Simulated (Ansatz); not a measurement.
`C[SiH](F)[GeH3]` + `BBO` → `BBO[SiH](C)F` + GeH₄ at 400 K and 1 bar (cleavage of the Si–Ge bond).

Calculated with Ansatz (gas phase, PBE0-D4/def2-TZVP geometries, no zero-point term in ΔE). CBS: MP2 limit from def2 TZ/QZ plus the TZ coupled-cluster correction, frozen cores. For Ge outer-core shells are correlated without core-valence functions, which leaves a few kJ/mol of doubt a bond. Scalar relativity is left out up to krypton. One conformer a species, not always the lowest.

| species | CCSD(T)/CBS energy (Eh) | H − E (kJ/mol) | S (J/(mol·K)) |
| --- | --- | --- | --- |
| `C[SiH](F)[GeH3]` | -2507.31933 | 223.8 | 400.2 |
| `BBO` | -127.16606 | 145.0 | 290.9 |
| `BBO[SiH](C)F` | -556.02948 | 267.3 | 435.5 |
| GeH₄ | -2078.49493 | 93.6 | 231.8 |

H − E and S are ideal-gas, rigid-rotor, harmonic terms from PBE0-D4/def2-TZVP, for one conformer and one mirror image of each species. 1 Eh = 2625.50 kJ/mol, R = 8.31446 J/(mol·K).

**Question.** By hand: ΔE, ΔH, ΔS and ΔG.

**Answer.** ΔE = (-556.02948) + (-2078.49493) − (-2507.31933) − (-127.16606) = -0.03902 Eh = -102.4 kJ/mol. Δ(H − E) = 267.3 + 93.6 − 223.8 − 145.0 = -7.9, so ΔH = -110.3 kJ/mol. ΔS = 435.5 + 231.8 − 400.2 − 290.9 = -23.8 J/(mol·K). ΔG = -110.3 − 400 × (-23.8)/1000 = -100.8 kJ/mol.

**Question.** By hand: the equilibrium constant, and the temperature at which ΔG would vanish if ΔH and ΔS stayed fixed.

**Answer.** log₁₀ K = −ΔG/(RT ln 10) = 13.2. ΔG = 0 at ΔH/ΔS = 4634 K, far beyond where these terms or the molecules hold.

ΔH outweighs TΔS. A doubt of 5 kJ/mol in ΔE shifts log₁₀ K by 0.7 here. Other conformers and mirror images would add mixing entropy, several J/(mol·K) or more a flexible species. Modes under 60 cm⁻¹, often nearly free rotors, make the harmonic entropy too high. These are equilibria of isolated gas molecules and say nothing of rates. Largest T1 diagnostic: 0.013 (customary marks: 0.02 for closed shells, 0.045 for open ones).
